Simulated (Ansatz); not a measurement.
Job for Ansatz (an electronic-structure program): U-PBE0/def2-TZVPP on BaRe, 2S+1 = 2, a spin state set in the input, which need not be the lowest, a point of a bond scan (R = 2.439 Å). Elements past Kr take the def2 small-core potentials; no spin–orbit coupling.

Ansatz 0.2 input:
```yaml
crystal:
  periodic: [false, false, false]
  atoms:
    - {symbol: Re, position_ang: [0.00000000, 0.00000000, 0.00000000]}
    - {symbol: Ba, position_ang: [0.00000000, 0.00000000, 2.43920600]}
basis:
  gaussian:
    orbitals: def2-TZVPP
    pivot_positions_ang: [[0.00000000, 0.00000000, 0.00000000], [0.00000000, 0.00000000, 2.43920600]]
hamiltonian:
  xc: {name: PBE0}
magnetization: {spin_polarized: true, initial_magnetization: 1}
output: {forces: true, orbitals: {seedname: ./end}}
```

Output:

```
WARN ansatz: RAYON_NUM_THREADS=1 ignored (pool sized by the plan → 1); use --threads N
Functional definition: PBE0
integrals: 0.03 GiB planned
691 factors; their error is unknown
mean field: 0.37 GiB planned
mean field evaluation 1: about -2802.2271 eV, gradient 5.4e1 eV
mean field evaluation 2: about -2529.9645 eV, gradient 1.3e2 eV
mean field evaluation 4: about -2815.9289 eV, gradient 1.9e1 eV
mean field evaluation 8: about -2818.2458 eV, gradient 2.3e0 eV
mean field evaluation 16: about -2819.3621 eV, gradient 4.9e0 eV
mean field evaluation 32: about -2761.1480 eV, gradient 2.1e2 eV
mean field evaluation 64: about -2787.7425 eV, gradient 2.3e2 eV
mean field evaluation 96: about -2819.8326 eV, gradient 5.2e-3 eV
mean field evaluation 128: about -2819.7756 eV, gradient 2.2e-4 eV
mean field evaluation 160: about -2819.4729 eV, gradient 7.6e0 eV
mean field -2819.83263027 eV, -103.6269378113 hartree, gradient 2.7e-5 eV, S^2 1.807688; 7 other end points of the search recorded, 0 dependent functions left out
the calculation of the forces begins
reference -2819.83266172 eV, -103.6269389670 hartree; 13, 12 occupied and 83, 84 virtual orbitals, 691 factors
Total energy: -2819.83266172 eV, -103.6269389670 hartree
Atom 0 at     0.000000     0.000000     0.000000 Å, force    -0.000000     0.000000     0.101685 eV/Å
Atom 1 at     0.000000     0.000000     2.439206 Å, force     0.000000    -0.000000    -0.101685 eV/Å
Dipole moment:     0.000000    -0.000000     1.428274 e Å
```

The calculation finished and met its thresholds. Its determinant has ⟨S²⟩ = 1.81, a mixture of spin states.

Cost: around 40 core-seconds (rough).
